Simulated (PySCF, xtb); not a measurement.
H₄HfS, SMILES [HfH3][SH], multiplicity 1.

Harmonic wavenumbers (cm⁻¹) from GFN2-xTB in xtb at its own minimum, in rising order: 59, 237, 339, 381, 466, 548, 621, 629, 1233, 1249, 1297, 2459.

Task: What does PBE-D3(BJ)/def2-TZVP in PySCF give at its own minimum? (An estimate is asked for; the answer gives what the named calculation found.)

Result: 121, 260, 341, 350, 498, 556, 636, 649, 1662, 1668, 1706, 2532. Paired by order, the mean absolute difference is 127 cm⁻¹ and the zero-point energies are 13.6 and 15.7 kcal/mol.
